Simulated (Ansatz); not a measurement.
Reaction: CH5BN (SMILES [CH2]NB, doublet) → CH5BN (SMILES B[N]C, doublet)
Each species at its own B3LYP-D3(BJ)/def2-TZVP minimum (Ansatz, a quantum-chemistry and plane-wave program).

Total energies in hartree (Ansatz). Radicals and triplets start from unrestricted determinants; spin-orbit coupling is neglected. Cores are frozen in correlated methods. No relativity.

```tsv
species	HF/cc-pVTZ	CCSD(T)/cc-pVTZ	HF/cc-pVQZ	CCSD(T)/cc-pVQZ	CCSD(T)/cc-pVDZ	CCSDT(Q)/cc-pVDZ
1: CH5BN (SMILES N(B)[CH2], doublet)	-119.93956	-120.45774	-119.94811	-120.49341	-120.33253	-120.33431
2: CH5BN (SMILES [N](B)C, doublet)	-119.92127	-120.43545	-119.92966	-120.47069	-120.31246	-120.31454
```

Q: Work out the isomerisation energy (electronic) in kcal/mol: take Hartree-Fock from cc-pVQZ, extrapolate the CCSD(T) correlation energy as X^-3 (X = 3, 4), and add CCSDT(Q) - CCSD(T) in cc-pVDZ. 1 hartree = 627.51 kcal/mol.

A: 
Species 1: correlation (64·(-0.54530) - 27·(-0.51818))/37 = -0.56509; step -0.00178; E1 = -119.94811 + (-0.56509) + (-0.00178) = -120.51498
Species 2: correlation (64·(-0.54103) - 27·(-0.51418))/37 = -0.56062; step -0.00208; E2 = -119.92966 + (-0.56062) + (-0.00208) = -120.49236
-1·E1 +1·E2 = 0.02262 hartree = 14.2 kcal/mol.
